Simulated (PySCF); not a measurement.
# ORD: `C[C@@H](S)[C@@H]1C[C@@H]1C#N`, C6H9NS

Geometry (Å), atoms numbered from 1 in this order:
```xyz
17

C    -1.3335    1.3793    0.2867
C    -0.8178   -0.0129    0.6131
S    -2.2113   -1.2301    0.6501
C     0.1658   -0.5021   -0.4170
C     1.1903   -1.5240   -0.0552
C     1.6228   -0.0983   -0.3047
C     2.0324    0.6971    0.7962
N     2.3574    1.3438    1.6838
H    -0.5021    2.0823    0.2775
H    -2.0542    1.7098    1.0316
H    -1.8145    1.3854   -0.6895
H    -0.3620   -0.0309    1.6068
H    -2.8800   -0.6280    1.6299
H    -0.2434   -0.5351   -1.4204
H     1.2107   -1.8805    0.9642
H     1.4712   -2.2669   -0.7855
H     2.1613    0.1232   -1.2191
```

Method: TDDFT PBE0/def2-SVPD circular dichroism and optical rotation, one conformer, gas phase in PySCF. Geometry: GFN2-xTB.

The molecule is flexible and this is one conformer; a measurement averages over conformers. States above about 7.1 eV (minus the energy of the highest occupied orbital) lie near or above the ionisation threshold and depend on the basis. Singlets 6 and 7 lie within 0.01 eV of each other, so their separate moments and overlaps can depend on how they mix.

Stereocentres: C2 R, C4 R, C6 S.

(1) Give the optical rotatory dispersion at 633, 589.3, 546, 436, 405, 365, 355 nm.

(2) And for the mirror image at 589.3 nm?

(3) What is the molar rotation [Φ] = [α]·M/100 of the geometry above at 589.3 nm?

Answers

(1) [α] in deg dm⁻¹ (g/mL)⁻¹:
```
λ (nm)  origin-invariant length gauge  modified velocity gauge  length gauge (centre of mass)  isotropic polarisability (au)
   633                          +43.5                    +21.7                          +43.0                           95.0
 589.3                          +51.2                    +25.6                          +50.7                           95.4
   546                          +61.2                    +30.7                          +60.6                           95.8
   436                         +107.7                    +55.0                         +106.7                           97.7
   405                         +131.9                    +68.1                         +130.7                           98.5
   365                         +179.9                    +94.6                         +178.5                          100.0
   355                         +196.7                   +104.1                         +195.2                          100.5
```

(2) -51.2 deg dm⁻¹ (g/mL)⁻¹ (origin-invariant length gauge): the same size and the opposite sign.

(3) With M = 127.20 g/mol, +65.2 deg cm² dmol⁻¹ (origin-invariant length gauge).

The first excitation lies at 5.52 eV (225 nm) with R = +4.9 × 10⁻⁴⁰ esu² cm² (velocity form).
